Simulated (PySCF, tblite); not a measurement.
Species: C7H13OPS.
Geometry (GFN2-xTB, Å), atoms numbered from 1 in this order:
```xyz
23
C7H13OPS angstrom
C      2.888   -0.139   -0.620
C      1.930    0.248    0.508
C      0.537   -0.241    0.259
C     -0.518    0.567    0.067
O     -0.424    1.918    0.045
C     -1.642    2.618   -0.057
P     -2.060   -0.398   -0.165
S     -3.720    0.013    0.735
C     -1.224   -1.958    0.325
C      0.278   -1.720    0.157
H      2.983   -1.219   -0.696
H      2.527    0.248   -1.570
H      3.873    0.279   -0.429
H      1.904    1.333    0.611
H      2.294   -0.181    1.446
H     -1.381    3.662   -0.222
H     -2.232    2.525    0.860
H     -2.238    2.251   -0.902
H     -2.157   -0.513   -1.564
H     -1.597   -2.813   -0.242
H     -1.484   -2.115    1.378
H      0.852   -2.264    0.911
H      0.606   -2.075   -0.825
```

Method used: PBE0/pcSseg-1 in PySCF (dipole) on a GFN2-xTB geometry, gas phase.

Take the most abundant isotopes and a rigid rotor. The values belong to one conformer with, in the numbering `[CH3:1][CH2:2][C:3]1=[C:4]([O:5][CH3:6])[P@H:7](=[S:8])[CH2:9][CH2:10]1`, C1–C2–C3–C4 -115°, C3–C4–O5–C6 -175°, C3–C4–P7–S8 134°, C4–P7–C9–C10 -20°, P7–C9–C10–C3 25°, C2–C3–C10–C9 163°.

Question: Give the principal moments of inertia and the rotational constants in GHz.

Answer: Ia = 313.26, Ib = 737.03, Ic = 989.07 u·Å²; 505379 MHz·u·Å²/I gives 1613, 685.7 and 511.0 MHz, that is A = 1.6133, B = 0.6857, C = 0.5110 GHz.

Question: What kind of rotor is it?

Answer: An asymmetric top; Ray's κ = -0.683.

Question: Is it planar, by Δ = Ic − Ia − Ib?

Answer: Not planar: Δ = Ic − Ia − Ib = -61.22 u·Å². For a rigid frame Δ = −2 Σ m c², so Σ m c² = 30.61 u·Å² lies off the ab plane: 13.53 from hydrogen and 17.08 from heavier atoms. The atom farthest from that plane is 1.85 Å away.

Question: Which lines would a microwave search look for?

Answer: The dipole components are |μa| = 3.58 D, |μb| = 0.67 D, |μc| = 1.22 D. The squared components, which scale the intensities, stand as 1.00 : 0.04 : 0.12 (a : b : c). Some lines, for components of 0.1 D or more:

```
type  branch         J(Ka,Kc)   MHz  lower level (cm⁻¹)
   c       Q  2(1,2) ← 2(0,2)   775               0.119
   b       Q  1(1,0) ← 1(0,1)  1102               0.040
   a       R  2(1,2) ← 1(1,1)  2219               0.071
   c       R  1(1,0) ← 0(0,0)  2299               0.000
   c       Q  2(2,1) ← 2(1,1)  2783               0.162
   b       Q  2(2,1) ← 2(1,2)  3307               0.145
   a       R  3(1,2) ← 2(1,1)  3837               0.162
   b       R  3(1,3) ← 2(0,2)  4090               0.119
   c       R  3(1,2) ← 2(0,2)  5137               0.119
   b       R  3(2,2) ← 2(1,1)  6373               0.162
   b       R  3(2,1) ← 2(1,2)  7007               0.145
   b       R  3(3,1) ← 2(2,0)  8655               0.256
   c       R  3(3,1) ← 2(2,1)  8678               0.255
```

Its GFN2-xTB frequencies are all real (lowest 36 cm⁻¹). Constants of a rigid frame at the computed geometry: no zero-point averaging, no centrifugal distortion. A rigid rotor knows nothing of internal rotation, which can split or shift real lines.

The run took about 2.9 min of CPU time (one thread, shared machine). This is the PBE0/pcSseg-1 job that gave the dipole, with the shieldings it also computed.
